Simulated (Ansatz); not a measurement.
Sn6S12. The state is a singlet with charge 0. Geometry PBE-D4/def2-SVP; atoms count from 1.

Cartesian coordinates in Å:
```
Sn 1.5048 -0.0102 3.4478
Sn 2.7971 2.8398 1.6408
Sn -1.9609 -2.9998 0.3129
Sn -2.8619 -1.9448 -3.1245
Sn -0.3528 0.2357 -0.4580
Sn 1.1351 -2.9583 -1.8215
S -2.7127 -0.7060 -0.8082
S -0.9332 -0.6749 -4.2214
S -0.8421 0.4504 2.1381
S -1.2964 -3.8268 -2.1291
S 3.1874 0.1222 1.2833
S 2.1498 0.9955 -0.3483
S 0.4796 -2.0602 0.5857
S 0.5784 -0.4911 -2.8015
S -0.9313 2.7063 -0.8764
S 1.7466 2.4442 3.8622
S -0.2446 3.4242 0.9438
S -1.4428 2.4538 2.3743
```

In the def2 sets Sn takes a core potential; there is no spin–orbit coupling. Single mean-field runs in def2-TZVP are fitted with def2-universal-jkfit. The structure comes from a short search, and lower isomers may exist.

Question: Estimate the Mulliken populations from the PBE0/def2-TZVP orbitals of Ansatz.

Answer: 
| atom | charge (e) |
| --- | --- |
| Sn1 | 0.49 |
| Sn2 | 0.51 |
| Sn3 | 0.53 |
| Sn4 | 0.48 |
| Sn5 | 0.62 |
| Sn6 | 0.56 |
| S7 | -0.43 |
| S8 | -0.28 |
| S9 | -0.19 |
| S10 | -0.50 |
| S11 | -0.26 |
| S12 | -0.18 |
| S13 | -0.52 |
| S14 | -0.15 |
| S15 | -0.17 |
| S16 | -0.54 |
| S17 | 0.01 |
| S18 | 0.03 |
Mulliken values depend strongly on the basis.

Question: And the Mayer bond orders between heavy atoms (over 0.3)?

Answer: Sn1–S9 0.55 (2.73 Å); Sn1–S11 0.58 (2.74 Å); Sn1–S16 0.98 (2.50 Å); Sn2–S11 0.50 (2.77 Å); Sn2–S12 0.43 (2.79 Å); Sn2–S16 1.04 (2.49 Å); Sn3–S7 0.69 (2.66 Å); Sn3–S10 0.71 (2.66 Å); Sn3–S13 0.70 (2.63 Å); Sn4–S7 0.69 (2.63 Å); Sn4–S8 0.84 (2.56 Å); Sn4–S10 0.67 (2.64 Å); Sn5–S7 0.72 (2.56 Å); Sn5–S9 0.56 (2.65 Å); Sn5–S12 0.63 (2.62 Å); Sn5–S13 0.59 (2.66 Å); Sn5–S14 0.62 (2.62 Å); Sn5–S15 0.78 (2.57 Å); Sn6–S10 0.78 (2.60 Å); Sn6–S13 0.66 (2.65 Å); Sn6–S14 0.62 (2.71 Å); S8–S14 1.11 (2.08 Å); S9–S18 1.10 (2.10 Å); S11–S12 1.06 (2.12 Å); S15–S17 1.16 (2.07 Å); S17–S18 1.11 (2.10 Å).
